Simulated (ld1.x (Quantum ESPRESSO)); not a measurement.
Configuration tests for Co (Z = 27) (TM)

cobalt, norm-conserving Troullier–Martins (Kleinman–Bylander form), made with ld1.x (Quantum ESPRESSO) 7.5 (LDA (PZ), fully relativistic). Core [Ar], reference 3d7 4s2 4p0. Waves: 4p (bound, empty): rc 2.05 bohr; 3d (bound): rc 1.55 bohr; 4f channel at 0.05 Ry: rc 1.55 bohr; 4s (bound): rc 1.90 bohr. Local part: the s channel. Core correction: none.

Open shells are filled in proportion to 2j + 1 (rel_dist='average').

Energies are relative to the spin-unpolarised reference configuration 3d7 4s2 4p0; without spin polarisation the order of configurations can differ from experiment. Not all tests gave a result: 2 of 7 tests not solved or not reliable. Left out of the table: 3d6 4s0 4p0 (solver errors, printed error -223 meV); 3d8 4s0 4p0 (solver errors, printed error -303 meV). The frozen-core shift is the all-electron ΔE with the core orbitals held at their reference shape minus the fully relaxed ΔE.

(1) Give the all-electron excitation energy and the error of the potential for: 3d7 4s1 4p0; 3d7 4s0 4p0; 3d8 4s1 4p0; 3d6 4s2 4p0; 3d7 4s1 4p1.

Levels in the configuration 3d7 4s0 4p0:

| level | all-electron (eV) | pseudo (eV) |
| --- | --- | --- |
| 3d j=3/2 | -27.511 | -27.389 |
| 3d j=5/2 | -27.311 | -27.190 |

Answers

(1)

```
valence configuration  charge  ΔE all-electron (eV)  error AE − PS (meV)  frozen-core shift (meV)
          3d7 4s1 4p0      +1                 9.296                 +1.7                      n/a
          3d7 4s0 4p0      +2                26.381                  +15                      n/a
          3d8 4s1 4p0       0                -1.239                 -208                      +64
          3d6 4s2 4p0      +1                15.460                 -281                     +154
          3d7 4s1 4p1       0                 4.428                 +1.5                     +0.4
```
